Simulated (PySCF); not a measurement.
# S(4+): ionisation energy

S(4+) [Ne] 3s2 (1S) → S(5+) [Ne] 3s1 (2S), as a difference of total energies. All numbers are calculated (PySCF 2.14, the non-relativistic Hamiltonian (point nucleus), in an uncontracted even-tempered set (18 s from 0.13 bohr⁻², ratio 2.5; 12 p from 0.17 bohr⁻², ratio 2.5; 5 d from 0.94 bohr⁻², ratio 2.7; 5 f from 1.4 bohr⁻², ratio 2.7)). Correlated levels: outer shells: 1s2 frozen; virtual orbitals above 40 to 60 times the deepest correlated orbital energy dropped. The calculations carry no spin-orbit coupling.

Task: Order these methods by the ionisation energy they give, lowest first.
A. LDA
B. PBE
C. PBEsol
D. r2SCAN

Result: D (71.564 eV), C (72.106 eV), B (72.353 eV), A (72.482 eV).

MP2 underrates the near-degeneracy of ns² with np² in the lower species.

For comparison: 72.594 eV (measured; NIST Atomic Spectra Database, ionization energies).
